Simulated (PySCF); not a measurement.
C4H9BO3.
SMILES with atom numbers: `[CH3:1][O:2][B:3]1[O:4][CH2:5][CH2:6][CH2:7][O:8]1` (hydrogens: H9, H10, H11 on C1; H12, H13 on C5; H14, H15 on C6; H16, H17 on C7)

The closed-shell ground state was solved at several levels (PySCF, density fitting, gas phase, non-relativistic). Isolated species at its PBE0-D3(BJ)/def2-SVP geometry (one conformer only).

```csv
level,basis functions,HOMO (eV),LUMO (eV),gap (eV),dipole (D)
CAM-B3LYP/def2-SVPD,241,-9.38,0.95,10.33,2.88
B3LYP/pcJ-1,306,-7.59,0.94,8.53,2.89
KT3/pcSseg-1,181,-6.47,0.28,6.75,2.63
```

Problem. What might PBE0/pcSseg-1 (181 basis functions) give for the same quantities?

Solution. HOMO -7.85 eV, LUMO 1.24 eV, gap 9.09 eV, dipole 2.90 D.

Problem. Over all these levels, which gives the widest orbital gap and which the narrowest?

Solution. CAM-B3LYP/def2-SVPD (range-separated hybrid) has the widest, 10.33 eV, and KT3/pcSseg-1 (GGA) the narrowest, 6.75 eV. Functional and basis both differ between the two, so the spread mixes both effects.

Problem. How far do the dipole and the HOMO energy spread over the levels?

Solution. The dipole runs from 2.63 to 2.90 D (mean 2.83 D) and the HOMO from -9.38 to -6.47 eV.
